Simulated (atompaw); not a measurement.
# Pseudopotential generation for Co (Z = 27): PAW (atompaw), PBE, scalar-relativistic.

- Element: Co (Z = 27)
- Generator: atompaw 4.2.0.5
- Type: PAW
- Functional: PBE
- Relativity: scalar-relativistic
- Frozen core: [Ne]
- Valence charge: 17
- Reference configuration: 3s2 3p6 3d7 4s2 4p0
- Partial waves: 3s (bound): rc 0.80 bohr; 4s (bound): rc 1.30 bohr; 3p (bound): rc 1.30 bohr; 4p (bound, empty): rc 1.30 bohr; 3d (bound): rc 1.30 bohr; 3d channel at -0.25 Ry: rc 1.00 bohr
- Local potential: vpsmatchnc scheme with l = 3 at 0 Ry, radius 0.95 bohr
- Core correction: smooth core density matched at 0.95 bohr
- Augmentation charge: besselshape compensation charge, radius 1.10 bohr; PAW radius 1.30 bohr; waves and projectors: custom rrkj gramschmidtortho

All-electron outer shells of the reference configuration (PBE, scalar-relativistic, ld1.x):

```
shell  level (eV)  outermost node (bohr)  outermost maximum (bohr)
   2s     -899.00                   0.08                      0.21
   2p     -769.94                      –                      0.17
   3s     -102.40                   0.31                      0.66
   3p      -65.64                   0.28                      0.68
   3d       -8.20                      –                      0.66
   4s       -5.47                   0.96                      2.32
   4p       -1.28                   1.05                      3.25
```

Task: Is a potential produced?

Result: No. atompaw 4.2.0.5 stopped with "atompaw: The overlap operator has at least one negative eigenvalue!": the overlap operator built from these waves and projectors is not positive definite.
